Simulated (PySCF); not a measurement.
**ZnCl under electron impact: the energy ladder**

PBE in PySCF with def2-TZVPPD on every atom, for the lowest determinant that a PBE0 search found; no spin–orbit coupling.

```csv
species,state (unpaired electrons),Re (Å),ωe (cm⁻¹),energy of the minimum from the neutral (eV),De (eV),dissociates to
ZnCl,doublet (σ ↑),2.173,355,0.00,2.28,Zn + Cl
ZnCl⁺,singlet (closed shell),2.066,445,8.90,2.78,Zn⁺ + Cl
ZnCl⁻,singlet (closed shell),2.522,172,-2.08,0.70,Zn + Cl⁻
```

Question: Work out the lowest energy to break ZnCl into atoms, from its vibrational ground state.

Answer: D0 = De − ωe/2 = 2.28 − 0.02 = 2.26 eV (PBE/def2-TZVPPD).

Question: Work out the ionisation energy of the Zn atom at this level and the threshold of dissociative ionisation.

Answer: IE(Zn) = 8.90 + 2.78 − 2.28 = 9.40 eV, so Zn⁺ + Cl + e⁻ appears at D0 + IE(Zn) = 11.66 eV (PBE/def2-TZVPPD). The measured IE(Zn) is 9.394 eV (NIST ASD).

Question: Work out the electron affinity of the Cl atom and the threshold of dissociative attachment.

Answer: EA(Cl) = 2.28 − 0.70 − (-2.08) = 3.66 eV, so Zn + Cl⁻ needs D0 − EA(Cl) = -1.40 eV (negative: it is exothermic at zero electron energy) (PBE/def2-TZVPPD). The measured EA(Cl) is 3.613 eV.

Question: At which energy does ion-pair formation open?

Answer: Zn⁺ + Cl⁻ lies at D0 + IE(Zn) − EA(Cl) = 8.00 eV (PBE/def2-TZVPPD).

These are thermodynamic thresholds; the onsets seen under electron impact lie higher where the geometry changes, and cross-sections peak well above them.

For an ion De counts to the pair picked by the measured ionisation energies or electron affinities, which need not be the lowest pair at this level. The highest Kohn–Sham level is positive in this anion. Much of that is self-interaction error, but it also means that the finite basis helps to hold the extra electron. States were picked by a PBE0 search and need not be the measured ground states.
